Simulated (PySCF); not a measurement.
# N (nitrogen, neutral): B3LYP calculation

Configuration: [He] 2s2 2p3, high-spin 4S determinant. All numbers are calculated (PySCF 2.14, scalar relativity by spin-free X2C-1e, in cc-pVTZ-DK).

| Quantity | Value |
| --- | --- |
| Total energy | -54.6317 hartree |
| One-electron energy | -74.0098 hartree |
| Hartree (Coulomb) energy | 26.1780 hartree |
| Exchange-correlation energy | -6.8000 hartree |
| ⟨S²⟩ | 3.7528 |
| ⟨L²⟩ | 0.000 |
| Sum of ⟨r⟩ | 7.361 bohr |
| Sum of ⟨r²⟩ | 12.16 bohr² |
| Langevin diamagnetic susceptibility | -9.63 ×10⁻⁶ cm³/mol |
| Time after the integrals | 0.2 s of wall time on 1 thread of Neoverse-N1 (shared host) |

```
shell  electrons  mean orbital energy (hartree)  rms radius, mean of both spins (bohr)
 1s α          1                      -14.44069                                  0.267
 1s β          1                      -14.38244                                  0.267
 2s α          1                       -0.81018                                   1.47
 2s β          1                       -0.61484                                   1.47
 2p α          3                       -0.35423                                   1.60
```
